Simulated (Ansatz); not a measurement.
Task: Name a neutral molecule of B, C, Cl, F, Si and H with HOMO energy (PBE/def2-TZVPP) between -7.95 and -7.65 eV and HOMO–LUMO gap (PBE/def2-TZVPP) between 6.00 and 6.30 eV (Ansatz, PBE0-D4/def2-TZVP geometry).

Result: `FB(Cl)C[SiH3]` (-7.71 eV, 6.07 eV). Other molecules can fit too; these were computed, each in one conformer that needn't be the lowest.
